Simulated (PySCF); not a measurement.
C3H3 (SMILES [C-]#CC), charge -1, singlet, at a GFN2-xTB geometry (in this run its highest filled SCF level lies above zero, so its values depend strongly on the basis, on diffuse functions most of all). Base run: TPSS/6-31G in PySCF.

Input for PySCF:
```python
from pyscf import gto, scf, dft

mol = gto.Mole()
mol.atom = '''
    C     0.00179213   -0.00082963    0.34805219
    C     0.00811735   -0.00375776    1.57647903
    C    -0.00588691    0.00272522   -1.14330257
    H     0.03963094    1.02847941   -1.56026013
    H     0.85557099   -0.54993143   -1.56822380
    H    -0.91933737   -0.46737496   -1.55888795
'''
mol.basis = '6-31g'
mol.charge = -1
mol.verbose = 4
mol.build()

mf = dft.RKS(mol)
mf.xc = 'tpss'
mf.kernel()
```

Each row names what was changed in the base input (with any setting that the change needs).

| change | ΔE vs base (µEh) | grid points | electrons on the grid |
|---|---|---|---|
| base | 0.0 | 71784 | 22.00000 |
| grids.atom_grid = (75, 302) | -0.1 | 86872 | 22.00000 |
| grids.prune = off | 0.0 | 113256 | 22.00000 |
| grids.radi_method = mura_knowles | 0.0 | 67896 | 22.00000 |
| grids.atom_grid = (150, 974) | 0.1 | 483840 | 22.00000 |
| grids.level = 7 | 0.1 | 409992 | 22.00000 |
| grids.radi_method = delley | 0.0 | 76320 | 22.00000 |
| grids.becke_scheme = stratmann | 1.4 | 71784 | 22.00000 |
| grids.radi_method = gauss_chebyshev | -1.0 | 69624 | 22.00000 |
| grids.level = 2 | -0.6 | 49744 | 22.00000 |
| grids.level = 5 | 0.2 | 199560 | 22.00000 |
